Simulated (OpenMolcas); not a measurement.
A run on Tc4+ among 5 point charges of -2 e arranged as a trigonal bipyramid (D3h), 1.74 Å from the ion.

```
Program             : OpenMolcas
Method              : SS-CASPT2, IPEA 0.25 Eh, imaginary shift 0.1 Eh (closed shells correlated: 4s 4p)
Basis               : ANO-RCC-VDZP [6s5p3d1f]
Scalar Hamiltonian  : DKH2, point nucleus
Active space        : 3 electrons in 5 orbitals (4d)
State averaging     : 2S+1 = 4 even, 10 roots; 2S+1 = 2 even, 40 roots
Spin-orbit coupling : RASSI with atomic mean-field integrals over the reference wave functions
```

First CASPT2 step and the start of its output:

```
&CASPT2
Multistate=10 1 2 3 4 5 6 7 8 9 10
NoMult
Frozen=14
IPEA=0.25
Imaginary=0.1
MaxIter=60
WThr=0.0 0.3 0.05
PrWF=0.5
NoMix
```

```
--- CASPT2 ---
Orbital specifications:
      -----------------------

      Symmetry species                           1
                                                 a
      Frozen orbitals                           14
      Inactive orbitals                          4
      Active orbitals                            5
      Secondary orbitals                        20
      Deleted orbitals                           0
      Number of basis functions                 43
Type of calculation                        SS-CASPT2
      Fock operator                              state-specific
      IPEA shift                                 0.25
      Real shift                                 0.00
      Imaginary shift                            0.10
      The input orbitals will be transformed to quasi-canonical
Reference energy:       -4291.4020542754
      E2 (Non-variational):      -0.1919732227
      Shift correction:          -0.0001097934
      E2 (Variational):          -0.1920830160
      Total energy:           -4291.5941372914
      Residual norm:              0.0000002607
      Reference weight:           0.95905
      Contributions to the CASPT2 correlation energy
      Active & Virtual Only:         -0.0139938082
      One Inactive Excited:          -0.0873133589
      Two Inactive Excited:          -0.0906660555
Reference energy:       -4291.4020542665
      E2 (Non-variational):      -0.1911218585
      Shift correction:          -0.0001056706
      E2 (Variational):          -0.1912275291
      Total energy:           -4291.5932817956
      Residual norm:              0.0000002073
      Reference weight:           0.95956
      Contributions to the CASPT2 correlation energy
      Active & Virtual Only:         -0.0136944702
...
```

Over all roots the printed reference weights run from 0.03 to 0.96, and roots that are degenerate in the reference spread by up to 1.1e+06 cm-1.

**Question.** Did the run give usable levels, and if not, why?

**Answer.** No. The equations converged, but the reference weight falls to 0.03 for at least one root against 0.96 for the best. A drop of that size marks an intruder state, so the energies of such roots and the levels built on them can't be trusted.
